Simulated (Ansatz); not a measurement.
ClHMg (SMILES [MgH][Cl]) moved off its minimum; all values from Ansatz (a quantum-chemistry and plane-wave program), cores frozen in correlated methods.
(charge 0, multiplicity 1)
```xyz
3

Mg     0.0414     0.0510    -1.0934
H     -0.0581     0.1054    -2.9464
Cl     0.0012     0.0816     1.0141
```

Question: Give the forces (eV/Å), the total energy and the dipole at CCSD(T)/def2-TZVPPD.

Answer: 
```json
[
 {"atom": "Mg1", "Fx": "-0.105", "Fy": "0.056", "Fz": "-2.540"},
 {"atom": "H2", "Fx": "0.099", "Fy": "-0.056", "Fz": "1.188"},
 {"atom": "Cl3", "Fx": "0.006", "Fy": "0.001", "Fz": "1.352"}
]
```
Energy -660.0287 hartree, dipole 0.98 D.
